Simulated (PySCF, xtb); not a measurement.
C₂H₈N, SMILES C[NH2+]C, charge +1.

Harmonic wavenumbers (cm⁻¹) from xtb with GFN2-xTB at its own minimum, in rising order: 200, 265, 377, 811, 924, 968, 1001, 1098, 1182, 1201, 1234, 1304, 1411, 1416, 1442, 1447, 1453, 1457, 1462, 3063, 3064, 3064, 3065, 3067, 3068, 3212, 3213.

**Question.** What does B3LYP-D3(BJ)/def2-SVP in PySCF 2.14.0 give at its own minimum? (The exact figures need the calculation; the answer reports its results.)

**Answer.** 206, 273, 388, 818, 866, 1004, 1022, 1071, 1236, 1262, 1372, 1412, 1431, 1458, 1468, 1475, 1482, 1482, 1633, 3075, 3077, 3192, 3192, 3194, 3194, 3411, 3455. Paired by order, the mean absolute difference is 69 cm⁻¹ and the zero-point energies are 65.0 and 67.4 kcal/mol.
